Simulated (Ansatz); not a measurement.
Spectroscopic constants of LiO-, multiplicity 3 (lowest of 2S+1 = 1, 3, 5 at CCSD(T)/def2-TZVPP on PBE0 minima; our sources give no spin for the ground state, which may be another).

The constants come from a fifth-degree fit in 1/R (seven points, main isotopes). Runs in def2 and cc sets follow the lowest solution found near the PBE0 minimum.

Frozen-core correlation.

Run with Ansatz (Gaussian orbitals). 

Energies at CCSD/aug-cc-pVTZ:

| R (Å) | E (hartree) |
|---|---|
| 1.632949 | -82.54520458 |
| 1.676846 | -82.54720785 |
| 1.717231 | -82.54823436 |
| 1.762883 | -82.54862685 |
| 1.808535 | -82.54835853 |
| 1.861211 | -82.54740018 |
| 1.922666 | -82.54561049 |

Task: With a reduced mass of 4.8768 u, find the minimum, the force constant and the constants.

Result: A fifth-degree polynomial in 1/R puts the minimum at r_e = 1.7655 Å with force constant 136 N/m. Then ω_e = (1/2πc)√(k/μ) = 688 cm⁻¹ and B_e = h/(8π²cμr_e²) = 1.109 cm⁻¹; the cubic and quartic terms give α_e = 0.020 and ω_e x_e = 7.9 cm⁻¹.

Ansatz is a program for electronic structure.
